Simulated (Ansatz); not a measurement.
Cu2F2 (the lowest singlet isomer of a short search), 4 atoms. Hardware: 4 threads of Arm Neoverse V2 on a shared host.

The 6-31G sets use Cartesian d functions. Correlated methods freeze 20 core orbitals.

Problem. How many basis functions does each of these Ansatz runs have, and roughly what does it cost? PBE-D4/def2-SVP, charge 0 triplet, relaxation, 5 steps; PBE-D4/def2-SVP, charge 0 singlet, relaxation, 7 steps; PBE0-D4/def2-SVP, charge 1 doublet at the geometry of the charge 0 singlet, energy with a search over starts; r2SCAN-D4/def2-TZVP, charge 0 unrestricted singlet, energy, from earlier orbitals; PBE-D4/def2-TZVP, charge 1 doublet at the geometry of the charge 0 singlet, energy, from earlier orbitals; HF/6-31G, charge 0 triplet, energy; RPA@PBE/def2-TZVP, charge 0 triplet, energy, from earlier orbitals; r2SCAN-D4/def2-TZVPD, charge 0 singlet, energy, from earlier orbitals; ωB97X-V/def2-TZVP, charge 0 triplet, energy, from earlier orbitals; LC-ωPBE (ω = 0.30 bohr⁻¹)/def2-TZVP, charge 0 singlet, energy, from earlier orbitals; PBE-D4/def2-TZVP, charge 0 unrestricted singlet, energy, from earlier orbitals; PBE-D4/def2-TZVP, charge 0 triplet, energy, from earlier orbitals.

Solution. Other jobs shared the machine, so times can vary by a factor of up to 3. A dash marks memory too small to be measured apart from the calling script's.

```
                                                                                                         run  functions  fitting or Cholesky vectors  wall time  peak host memory (GiB)
                                                                          HF/6-31G, charge 0 triplet, energy         76                          726      1.1 s                       –
                        LC-ωPBE (ω = 0.30 bohr⁻¹)/def2-TZVP, charge 0 singlet, energy, from earlier orbitals        152                         1218      1.5 s                       –
                              PBE-D4/def2-TZVP, charge 0 unrestricted singlet, energy, from earlier orbitals        152                         1218      2.4 s                       –
                                           PBE-D4/def2-TZVP, charge 0 triplet, energy, from earlier orbitals        152                         1218      3.1 s                       –
                                       r2SCAN-D4/def2-TZVPD, charge 0 singlet, energy, from earlier orbitals        176                         1332      3.1 s                       –
                                          RPA@PBE/def2-TZVP, charge 0 triplet, energy, from earlier orbitals        152                         1356      4.9 s                       –
                           r2SCAN-D4/def2-TZVP, charge 0 unrestricted singlet, energy, from earlier orbitals        152                         1218      5.5 s                       –
   PBE-D4/def2-TZVP, charge 1 doublet at the geometry of the charge 0 singlet, energy, from earlier orbitals        152                         1218      5.5 s                       –
                                                      PBE-D4/def2-SVP, charge 0 singlet, relaxation, 7 steps         90                         1064        7 s                       –
PBE0-D4/def2-SVP, charge 1 doublet at the geometry of the charge 0 singlet, energy with a search over starts         90                          954      8.5 s                       –
                                                      PBE-D4/def2-SVP, charge 0 triplet, relaxation, 5 steps         90                         1064       10 s                       –
                                          ωB97X-V/def2-TZVP, charge 0 triplet, energy, from earlier orbitals        152                         1356       14 s                    0.74
```
